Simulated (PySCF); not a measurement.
A run for PySCF: R-B3LYP/LANL2DZ on GaH4NO2 (SMILES [NH2][Ga]([OH])[OH]), a point of a torsion scan.

```python
from pyscf import gto, scf, dft, mp
from pyscf.data.elements import chemcore

mol = gto.M(
    atom='''
    N     1.67469284    0.05392928   -0.02681904
    Ga   -0.15610818   -0.00884642   -0.06816075
    O    -1.08018347    1.44511425   -0.31282267
    O    -0.89897866   -1.58598349   -0.13254609
    H     2.10358231   -0.77861402    0.36204020
    H     2.07750847    0.87640613    0.40897462
    H    -1.82442401    1.76016392    0.19406195
    H    -1.81098209   -1.70863398   -0.39173402
    ''',
    basis='lanl2dz',
    ecp={'Ga': 'lanl2dz'},
    charge=0, spin=0, verbose=3, max_memory=1800)
mf = dft.RKS(mol, xc='b3lyp')
mf.conv_tol = 1e-8
mf.max_cycle = 100
mf.kernel()
if not mf.converged:
    mf = mf.newton().run(mf.mo_coeff, mf.mo_occ)
```

Task: Predict the final total energy.

Result: -209.7616 hartree.
